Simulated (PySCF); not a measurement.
**Adding and removing an electron: SrO**

PBE; basis Sr def2-SVPD with ECP28, O def2-SVPD; scalar-relativistic core potentials; PySCF 2.14. Neutral (UKS): singlet (closed shell), Re = 1.983 Å, ωe = 651 cm⁻¹, De = 4.77 eV, HOMO -3.75 eV, LUMO -2.41 eV.

SrO⁻ (UKS): doublet (σ ↑), Re = 2.053 Å, ωe = 564 cm⁻¹, De = 3.69 eV to Sr + O⁻. The energies at the minima are -105.77270 hartree for SrO and -105.79927 for SrO⁻.

(1) Work out the adiabatic electron affinity, without and with harmonic zero-point energies (1 hartree = 27.2114 eV, 1 eV = 8065.5 cm⁻¹), and the change of the bond length.

Spin–orbit coupling is left out. For an ion De counts to the pair picked by the measured ionisation energies or electron affinities, which need not be the lowest pair at this level. The highest Kohn–Sham level is positive in this anion. Much of that is self-interaction error, but it also means that the finite basis helps to hold the extra electron. States were picked by a PBE0 search and need not be the measured ground states.

Results:

(1) At PBE: 0.02657 hartree = 0.723 eV between the minima; the zero-point term (651.0 − 564.0)/2 cm⁻¹ = +0.005 eV makes it 0.728 eV. Re changes by +7.0 pm against the neutral. The electron enters a σ orbital; in so polar a molecule the change of length follows mostly from the change of the ionic charges.
